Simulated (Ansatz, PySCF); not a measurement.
The pair A = C2H4 (SMILES C=C) (first 6 atoms), B = CHN (SMILES C#N); geometry from B3LYP-D3(BJ)/def2-TZVP.
(charge 0, multiplicity 1):
```xyz
9

C     -0.087     0.637     0.223
C     -0.228    -0.678     0.126
H      0.882     1.114     0.139
H     -0.937     1.291     0.379
H     -1.199    -1.154     0.199
H      0.620    -1.331    -0.041
C      0.284    -0.336     3.773
N      0.422    -0.436     4.907
H      0.154    -0.243     2.713
```

Rows in 6-31G* carry no dispersion term and start afresh at each structure (6-31G* with six Cartesian d functions). MP2/6-31G* freezes PySCF's default core.

The values were computed with Ansatz (Gaussian basis) for Hartree–Fock, density functionals and correlated methods; PySCF for 6-31G* rows. 

Total energies (hartree), monomers frozen at their geometry in the pair:

| structure | HF/aug-cc-pVDZ | PBE/def2-TZVPPD | MP2/6-31G* |
|---|---|---|---|
| AB | -170.9341438 | -171.8529219 | -171.4470111 |
| A in the pair's basis | -78.0440145 | -78.5019216 | -78.2864377 |
| B in the pair's basis | -92.8881966 | -93.3476623 | -93.1572362 |
| A | -78.0436790 | -78.5018185 | -78.2848964 |
| B | -92.8879814 | -93.3476072 | -93.1569556 |

Problem. Work out the interaction energy without and with the counterpoise correction, and the superposition error, for each level.

Solution. 
E(AB) − E(A) − E(B), times 627.509 kcal/mol, with the monomers in their own basis and then in the pair's basis:
- HF/aug-cc-pVDZ: -1.56 uncorrected, -1.21 corrected; the monomers gain 0.35 kcal/mol from borrowed functions
- PBE/def2-TZVPPD: -2.19 uncorrected, -2.09 corrected; the monomers gain 0.10 kcal/mol from borrowed functions
- MP2/6-31G*: -3.24 uncorrected, -2.09 corrected; the monomers gain 1.14 kcal/mol from borrowed functions

Ansatz is a quantum-chemistry and plane-wave program.
